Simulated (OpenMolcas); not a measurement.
**Cu2+ in CsCaF3**

Cu2+ with its 6 nearest fluoride ions at 2.118 Å, on the Ca site of CsCaF3 (a = 4.526 Å, distance in the model lattice 2.263 Å). The rest of the host is ab initio model potentials to 7.6 Å, with orthogonalisation functions on the cations behind the ligands, and point charges beyond; the distance is set by hand and nothing relaxes. Ligand basis ANO-RCC-VDZP.

| Quantity | Value |
| --- | --- |
| Program | OpenMolcas 26.06 |
| Method | SS-CASPT2, IPEA 0.25 Eh, imaginary shift 0.1 Eh (closed shells correlated: 3s 3p and the ligand valence shells) |
| Basis | ANO-RCC-VTZP [6s5p3d2f1g] |
| Scalar Hamiltonian | DKH2, point nucleus |
| Active space | 9 electrons in 5 orbitals (3d) |
| State averaging | 2S+1 = 2 even, 5 roots |
| Spin-orbit coupling | state interaction with AMFI integrals over the reference wave functions |

The lowest spin-free states (labels of O, the rotations of Oh), above the lowest:

```csv
State,Degeneracy,E (cm-1),Free-ion L (%)
2E,2,0,D (100)
2T2,3,5660,D (100)
```

The lowest levels with spin-orbit coupling:

| E (cm-1) | Degeneracy | Label | 2S+1 | g |
| --- | --- | --- | --- | --- |
| 0 | 4 | Γ8 | 2 |  |
| 5010 | 2 | Γ7 | 2 | 1.99 1.99 1.99 |
| 6390 | 4 | Γ8 | 2 |  |

Powder χT (cm3 K/mol): 0.584 at 2 K, 0.585 at 10 K, 0.591 at 50 K, 0.6 at 100 K, 0.616 at 200 K, 0.633 at 300 K. The effective moment at 300 K is 2.828 √(χT) = 2.25 μB.

The lowest level has 2S+1 = 2, for which the spin-only value is χT = S(S+1) / 2 = 0.375 cm3 K/mol (g = 2). The computed 0.633 at 300 K differs by +0.258, through orbital momentum, spin-orbit coupling and any other state in reach.

The gap between the two states is 10Dq = 5664 cm-1.

Over all roots computed the reference weight is 0.72 to 0.73; a low but even weight reflects the number of correlated electrons. An orbital doublet at a regular site is open to a Jahn-Teller distortion, which this geometry leaves out. A single d shell leaves out the double-shell effect, which counts most for late 3d ions, where the CASPT2 field can be off either way by tens of per cent. Ligand-to-metal charge-transfer states are missing. With one d shell and no ligand orbital active, 10Dq can be off by tens of per cent for divalent 3d ions, low with halides held by bare charges and at times high in hosts, and the orbital part of g and χT goes as 1/10Dq. Free-ion shares, where given, are those of the reference states; single-state CASPT2 does not remix them. No measured value stands beside these numbers; the geometry was set by hand and not optimised.

The CASPT2 steps took 24 s on 1 thread of Intel(R) Xeon(R) Platinum 8488C (Sapphire Rapids), on a shared host; the integral step is not counted.
